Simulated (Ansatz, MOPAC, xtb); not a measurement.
Torsion H4–O1–Pb2–O3 in H2O2Pb (SMILES [OH][Pb][OH]); at each angle all else is relaxed with GFN2-xTB, and the levels are single points there.
Geometry at 180° (charge 0, multiplicity 1):
```xyz
5

O      1.32612     0.39951    -0.66579
Pb    -0.35064    -0.92699    -0.39564
O     -1.72240     0.19824    -1.55410
H      2.17381     0.21717    -0.27007
H     -1.46456     1.01268    -1.97582
```

On the grid 0° to 330°, 300° is the highest and 180° the lowest point at CCSD(T)/CBS(def2-TZVPP, def2-QZVPP).

The state that AM1 reach isn't checked.

Run with Ansatz (Gaussian basis) for Hartree–Fock, density functionals and correlated methods; MOPAC for AM1 (differences of heats of formation); xtb for the GFN methods. Values without a source in brackets are computed. In def2 rows elements past Kr take small-core potentials, without spin–orbit coupling.

### Question
One of these levels gives 2.65 kcal/mol for the energy at 300° less that at 180°. Which one is it?
A. GFN-FF
B. HF/def2-QZVPP
C. SVWN5/def2-TZVPP
D. AM1

### Answer
B, HF/def2-QZVPP. The others give -0.93 (GFN-FF), -11.63 (AM1), 4.47 (SVWN5/def2-TZVPP)

Ansatz is an electronic-structure program.
